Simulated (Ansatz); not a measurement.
Basis-set extrapolation for CH₆ClNOSi (`C[Si](N)(O)Cl`) (PBE0-D4/def2-TZVP geometry, frozen core, Ansatz 0.2.0). Multiplicity 1, RHF reference.

```
                      def2-TZVPP   def2-QZVPP
                 HF  -919.376280  -919.406882
    MP2 correlation    -0.940412    -1.017039
CCSD(T) correlation    -1.021342      not run
```

Energies in hartree. Use E(X) = E(∞) + A·exp(−7.88·√X) for Hartree–Fock and E(X) = E(∞) + B·X^(−2.97) for correlation, with X = 3 and 4, and add CCSD(T) minus MP2 of the smaller set to the MP2 limit.

What is the CCSD(T) energy at the basis-set limit?

HF limit: -919.406882 + (-0.030602) × 0.13774 = -919.41110. MP2 limit: -1.017039 + (-0.076627) × 0.74074 = -1.07380. Higher-order term: -1.021342 − (-0.940412) = -0.08093. Total: -920.56583 hartree, 441.6 kJ/mol below CCSD(T)/def2-TZVPP.
